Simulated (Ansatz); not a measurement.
Coupled-cluster diagnostics for the cluster GeSe2⁺, Ansatz.

Geometry of the doublet (PBE0-D4/def2-TZVP):

```xyz
3

Ge   -0.0044    0.0005   -0.0047
Se   -1.1114    1.4203    1.1649
Se    1.1158   -1.4207   -1.1602
```

Correlated methods freeze 27 core orbitals; core or outer-core shells of Ge, Se are correlated, in sets that lack core-valence functions. Another isomer (doublet) lies 1.42 eV lower at PBE0-D4/def2-TZVP; other spin states weren't run for this one.

Problem. Estimate the CCSD(T) correlation energy, the shares of MP2 and (T), T1 and the reference's ⟨S²⟩ for: charge 1, doublet, own geometry in def2-SVP; and the rough time on 4 threads of Arm Neoverse V1 on a shared host.

Solution. 
| state | basis | correlation (eV) | MP2 share (%) | (T) share (%) | T1 | ⟨S²⟩ (pure) | wall time | remarks |
| --- | --- | --- | --- | --- | --- | --- | --- | --- |
| charge 1, doublet, own geometry | def2-SVP | -18.148 | 94.6 | 3.8 | 0.031 | 1.12 (0.75) | 33 s | spin-contaminated |
Customary marks for T1 are 0.02 (closed shells), 0.045 (open shells) and about 0.05 (3d metals). T1 exceeds 0.02 in 1 of 1 rows and 0.045 in 0; the higher it lies, the less the single-reference result can be trusted.
